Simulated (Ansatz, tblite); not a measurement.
Cost and result up the ladder for cyclo-(Cl2GeS)4 (Ge₄S₄Cl₈) (16 atoms). Charge 0, multiplicity 1. Geometry: PBE-D4/def2-SVP.

```xyz
16

Ge    2.249   -0.690   -0.933
Cl    4.036   -0.945   -2.115
Cl    1.382   -2.632   -0.558
S     3.040    0.251    0.939
Ge    1.192    0.557    2.167
Cl    1.969    1.489    3.951
Cl    0.259   -1.313    2.712
S    -0.232    2.007    1.226
Ge   -2.113    0.833    0.922
Cl   -3.044    0.233    2.772
Cl   -3.373    2.293   -0.045
S    -1.957   -1.079   -0.232
Ge   -1.057   -0.424   -2.173
Cl   -0.948   -2.245   -3.323
Cl   -2.293    0.989   -3.236
S     0.889    0.676   -2.074
```

Ansatz on 2 threads of AMD EPYC 7R13 on a shared host and a share (18 GiB) of an NVIDIA H100 80GB HBM3; xTB runs through tblite on one thread. Times are rough, summed over both states, and most runs start from the orbitals of an earlier one. PBE0-D4/def2-TZVP serves as the yardstick here, not as an exact answer. The other state is a triplet.

The xTB rows come from tblite. Single mean-field runs in def2-TZVP are fitted with def2-universal-jkfit. HOMO above LUMO, or a gap near zero within one spin, warns that the state may not be the lowest or that an electron is smeared out.

Run but left out: PBE-D4/def2-TZVP (triplet: an occupied level 0.02 eV above an empty one).

xTB has no spin-polarisation term.

| level | functions | wall time | vertical triplet (eV) | difference from PBE0-D4/def2-TZVP (eV) | remarks |
| --- | --- | --- | --- | --- | --- |
| GFN1-xTB | 144 | 0.36 s | 4.37 | 0.18 | – |
| GFN2-xTB | 144 | 0.44 s | 3.19 | -1.00 | – |
| r2SCAN-D4/def2-TZVP (with forces) | 636 | 44 s | 3.91 | -0.29 | gap within one spin near zero (triplet) |
| PBE0-D4/def2-TZVP | 636 | 49 s | 4.20 | 0.00 | – |
